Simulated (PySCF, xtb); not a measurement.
CH4Si, SMILES C=[SiH2].

GFN2-xTB (xtb) at its own geometry gives an orbital gap of 2.75 eV and a dipole moment of 1.74 D.

Geometry: r2SCAN-D4/def2-TZVP.

Q: What does B3LYP/def2-TZVPD (PySCF) give? (Estimate from the structure and the level; the computed values follow.)

A: gap 4.93 eV (levels -6.41 and -1.47 eV), dipole 0.79 D.
